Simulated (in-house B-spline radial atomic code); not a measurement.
Two electrons outside the [Xe] 4f14 core: Re VI (Re5+)

Computed with a B-spline radial code for spherical atoms: configuration interaction (CI) of the two valence electrons in the field of the frozen Dirac-Fock core, alone and with many-body perturbation theory for the core (screened one- and two-electron correlation potentials), Breit and QED terms; no-pair Dirac Hamiltonian, finite nucleus. Labels give the configuration (outer n counted up each series) and the leading LS term, or the jj pair where no LS term holds 70 %.

The lowest nd levels tend to come out too strongly bound in this method, by some 0.05 to 0.2 eV for each d electron where measurements exist, which shifts their lines and rates.

Excitation energies (cm⁻¹):

| level | purity of the LS term | CI alone | CI + MBPT + Breit + QED | Landé g of the LS mixture |
| --- | --- | --- | --- | --- |
| 5d2 3F2 | 0.893 | 0 | 0 | 0.70 |
| 5d2 3F3 | 0.999 | 7322 | 8089 | 1.08 |
| 5d2 3F4 | 0.882 | 13501 | 14681 | 1.22 |
| 5d2 3P0 | 0.929 | 14926 | 15039 | - |
| 5d2 (3/2,5/2)2 | 0.516 (1D) | 16141 | 17100 | 1.17 |
| 5d2 3P1 | 0.999 | 19165 | 19681 | 1.50 |
| 5d2 1G4 | 0.882 | 26356 | 27039 | 1.03 |
| 5d2 (5/2,5/2)2 | 0.597 (3P) | 26523 | 28272 | 1.29 |
| 5d2 1S0 | 0.929 | 48149 | 52388 | - |
| 5d6s 3D1 | 1.0 | 87380 | 94111 | 0.50 |
| 5d6s 3D2 | 0.852 | 89203 | 96099 | 1.14 |
| 5d6s 3D3 | 1.0 | 96944 | 104515 | 1.33 |
| 5d6s 1D2 | 0.851 | 102873 | 110717 | 1.02 |
| 5d6p (3/2,1/2)°2 | 0.675 (3F) | 154043 | 163853 | 0.79 |
| 5d6p 3D°1 | 0.717 | 158395 | 167668 | 0.69 |
| 5d6p (5/2,1/2)°2 | 0.516 (3D) | ? | ? | ? |
| 5d6p (5/2,1/2)°3 | 0.627 (3F) | 166695 | 177224 | 1.14 |
| 5d6p (3/2,3/2)°2 | 0.376 (3D) | 172261 | 182742 | 0.99 |
| 5d6p (3/2,3/2)°3 | 0.379 (3D) | 175974 | 186655 | 1.16 |
| 5d6p (3/2,3/2)°1 | 0.63 (3P) | 176972 | 187755 | 1.20 |
| 5d6p 3P°0 | 1.0 | 178766 | 189639 | - |
| 5d6p 3F°4 | 1.0 | 183176 | 195056 | 1.25 |
| 5d6p (5/2,3/2)°2 | 0.675 (3P) | ? | ? | ? |
| 5d6p (5/2,3/2)°3 | 0.63 (1F) | 186031 | 197344 | 1.12 |
| 6s2 1S0 | 1.0 | 188051 | 200149 | - |
| 5d6p (5/2,3/2)°1 | 0.677 (1P) | 190382 | 202413 | 1.11 |
| 6s6p 3P°0 | 1.0 | 245604 | 261433 | - |
| 6s6p 3P°1 | 0.917 | 250227 | 265713 | 1.46 |
| 6s6p 3P°2 | 0.991 | 265228 | 281824 | 1.50 |
| 5d5f (3/2,5/2)°4 | 0.528 (3H) | 270684 | 282395 | 0.91 |

(1) Where does 5d6p (5/2,3/2)°2 lie?

(2) Where does 5d6p (5/2,1/2)°2 lie?

(3) What is the first ionisation energy?

Some electric-dipole lines (reduced elements in atomic units, length form; vacuum wavelengths from the computed energies):

| upper | lower | D bare (size) | D with core polarisation (size) | λ (nm) | A (s⁻¹) |
| --- | --- | --- | --- | --- | --- |
| 5d6p (3/2,1/2)°2 | 5d2 3F2 | 1.4 | 1.26 | 61.03 | 2.8e+09 |
| 5d6p (3/2,1/2)°2 | 5d2 3F3 | 0.0211 | 0.0213 | 64.2 | 7e+05 |
| 5d6p 3D°1 | 5d2 3F2 | 1.44 | 1.3 | 59.642 | 5.4e+09 |
| 5d6p (5/2,1/2)°3 | 5d2 3F2 | 0.331 | 0.293 | 56.426 | 1.4e+08 |
| 5d6p (5/2,1/2)°3 | 5d2 3F3 | 1.44 | 1.29 | 59.124 | 2.3e+09 |
| 5d6p (5/2,1/2)°3 | 5d2 3F4 | 1.13 | 1.02 | 61.522 | 1.3e+09 |
| 5d6p (3/2,3/2)°2 | 5d2 3F2 | 0.124 | 0.115 | 54.722 | 3.3e+07 |
| 5d6p (3/2,3/2)°2 | 5d2 3F3 | 1.35 | 1.25 | 57.256 | 3.4e+09 |
| 5d6p (3/2,3/2)°3 | 5d2 3F2 | 0.206 | 0.194 | 53.575 | 7.1e+07 |
| 5d6p (3/2,3/2)°3 | 5d2 3F3 | 0.411 | 0.381 | 56.002 | 2.4e+08 |

Weak lines are less accurate than strong ones.

Answers

(1) 185012 cm⁻¹ in CI alone and 196290 cm⁻¹ with all corrections; g = 1.35.

(2) 166461 cm⁻¹ in CI alone and 176313 cm⁻¹ with all corrections; g = 1.21.

(3) 68.384 eV to the 5d3/2 state of the next ion (66.31 eV from CI alone). NIST lists 67 ± 2 eV (tabulated theory).
